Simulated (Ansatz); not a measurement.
Ansatz (a first-principles code) input (CCSD(T)/def2-SVPD):

Ansatz 0.2 input:
```yaml
crystal:
  periodic: [false, false, false]
  atoms:
    - {symbol: Rb, position_ang: [-0.00000000, -0.00000000, -1.92032908]}
    - {symbol: I, position_ang: [0.00000000, 0.00000000, 1.34060710]}
basis:
  gaussian:
    orbitals: def2-SVPD
total_charge: -1
magnetization: {spin_polarized: true, initial_magnetization: 1}
correlation: {method: ccsd_t, electrons: outside_noble_gas}
```

End of the output:

```
integrals: 0.06 GiB planned
699 factors; integrals over basis functions are off by at most 1.8e-4 eV
mean field: 0.16 GiB planned
mean field evaluation 1: about -8722.7695 eV, gradient 6.3e0 eV
mean field evaluation 2: about -8722.7731 eV, gradient 6.3e0 eV
mean field evaluation 4: about -8723.1458 eV, gradient 7.2e-1 eV
mean field evaluation 8: about -8723.1766 eV, gradient 1.3e-2 eV
mean field evaluation 16: about -8723.1694 eV, gradient 2.9e-1 eV
mean field evaluation 32: about -8723.1766 eV, gradient 1.8e-3 eV
mean field evaluation 64: about -8722.4684 eV, gradient 7.9e-1 eV
mean field evaluation 96: about -8722.3245 eV, gradient 2.8e-2 eV
mean field evaluation 128: about -8721.6762 eV, gradient 6.7e-1 eV
mean field evaluation 160: about -8722.3248 eV, gradient 3.5e-3 eV
mean field evaluation 192: about -8721.8434 eV, gradient 7.2e-2 eV
mean field evaluation 224: about -8719.3241 eV, gradient 1.8e-2 eV
mean field evaluation 256: about -8719.3032 eV, gradient 2.0e-1 eV
mean field evaluation 288: about -8718.9856 eV, gradient 5.9e0 eV
mean field evaluation 320: about -8719.2194 eV, gradient 4.2e-1 eV
mean field evaluation 352: about -8719.2621 eV, gradient 5.3e-2 eV
mean field evaluation 384: about -8719.1889 eV, gradient 1.4e-1 eV
mean field evaluation 416: about -8719.1901 eV, gradient 2.9e-2 eV
mean field evaluation 448: about -8719.1743 eV, gradient 1.5e-3 eV
mean field -8723.17660891 eV, -320.5708275958 hartree, gradient 3.8e-6 eV, S^2 0.750125; 13 other end points of the search recorded, 0 dependent functions left out
determinant -8723.17660891 eV, -320.5708275958 hartree, with singles and doubles -8726.42214927 eV, -320.6900990042 hartree
determinant -8722.50575322 eV, -320.5461741042 hartree, with singles and doubles -8725.73762549 eV, -320.6649432193 hartree
determinant -8722.32477283 eV, -320.5395231975 hartree, with singles and doubles -8725.57112744 eV, -320.6588245290 hartree
determinant -8721.84350115 eV, -320.5218367896 hartree, with singles and doubles -8725.08391298 eV, -320.6409197275 hartree
determinant -8721.55967320 eV, -320.5114063045 hartree, with singles and doubles -8724.85470847 eV, -320.6324966174 hartree
13 core orbitals not correlated
reference -8723.17660891 eV, -320.5708275958 hartree; 5, 4 occupied and 44, 45 virtual orbitals, 699 factors
second order -2.97818162 eV of doubles, -0.00000000 eV of singles
coupled cluster: 0.15 GiB planned
cycle   1  -3.24659837 eV  change   -5.3e-2 eV  update   1.7e-2
cycle   2  -3.25209070 eV  change   -5.5e-3 eV  update   5.3e-3
cycle   3  -3.25313751 eV  change   -1.0e-3 eV  update   2.7e-3
cycle   4  -3.25334840 eV  change   -2.1e-4 eV  update   1.0e-3
cycle   5  -3.25333574 eV  change    1.3e-5 eV  update   5.2e-4
cycle   6  -3.25334619 eV  change   -1.0e-5 eV  update   2.6e-4
cycle   7  -3.25336696 eV  change   -2.1e-5 eV  update   9.8e-5
cycle   8  -3.25337056 eV  change   -3.6e-6 eV  update   3.6e-5
cycle   9  -3.25336935 eV  change    1.2e-6 eV  update   1.3e-5
cycle  10  -3.25336967 eV  change   -3.2e-7 eV  update   4.3e-6
perturbative correction -0.07137946 eV, -0.0026231469 hartree
Total energy: -8726.50135804 eV, -320.6930098730 hartree
```

This state (charge -1, doublet) is run at the relaxed geometry of the species with charge 0 and multiplicity 1.
